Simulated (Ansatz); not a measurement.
Computed with Ansatz on PBE0-D4/def2-TZVP structures; ΔE is electronic, products minus reactants. CBS: MP2 limit from def2 TZ/QZ plus the TZ coupled-cluster correction, frozen cores. Double bonds are as drawn, so ΔE can hold a change between cis and trans. Functionals use def2-TZVPP. B3LYP here is the variant with VWN-RPA as its local correlation; programs differ in this. One conformer a species, not always the lowest.

`C/N=C/N[SiH3]` → `NC/N=C/[SiH3]`  (isomerisation)

```csv
level,ΔE (kJ/mol),difference from CCSD(T)/CBS
PBE0-D4,133.3,7.3
B3LYP-D4,134.2,8.2
ωB97X-V,131.0,5.0
ωB97M-V,131.4,5.4
r2SCAN,138.1,12.1
B3LYP,131.3,5.3
SCS-MP2/def2-TZVPP,130.5,4.5
CCSD(T)/def2-TZVPP,125.9,-0.1
MP2/CBS(def2),135.4,9.4
CCSD/CBS(def2),125.9,-0.1
CCSD(T)/CBS,126.0,0
```

Largest T1 diagnostic among the species: 0.013.
